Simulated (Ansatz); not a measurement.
Relaxation of AlClFH2N (6 atoms, charge 0, multiplicity 1), to a largest force component of 0.02 eV/Å in at most 40 steps.

Computed with RKS r2SCAN-D4/def2-SVP in Ansatz.

```xyz
6
Properties=species:S:1:pos:R:3:forces:R:3
Al 0.000 0.000 0.000 -1.10 0.03 -1.52
F 0.000 0.000 1.690 0.19 -0.10 -1.00
Cl 1.931 0.000 -1.115 -1.57 0.07 1.08
N -1.663 0.000 -0.960 1.62 0.01 0.96
H -2.332 -0.816 -0.861 0.82 1.80 -0.42
H -1.912 0.816 -1.589 0.05 -1.82 0.90
```

Problem. Where does it end, and by what steps?

Solution. The forces met the threshold. After 6 steps the energy has fallen by 0.856 eV; H5 moved furthest, 0.74 Å.

```tsv
step	energy less start (eV)	largest force component (eV/Å)	accepted
0	0.0000	1.816	yes
1	-0.5476	1.180	yes
2	-0.7187	0.765	yes
3	-0.8186	0.248	yes
4	-0.8537	0.191	yes
5	-0.8550	0.160	yes
6	-0.8560	0.010	yes
```

```xyz
6
Properties=species:S:1:pos:R:3
Al -0.037 -0.029 -0.053
F 0.001 -0.391 1.565
Cl 1.760 0.382 -1.036
N -1.563 0.005 -0.912
H -2.471 -0.183 -0.499
H -1.664 0.217 -1.900
```

Whether the end is a true minimum wasn't checked by a vibrational analysis.

The run took 36 s on 1 thread of Arm Neoverse V1 (shared host), peak memory 0.17 GiB.
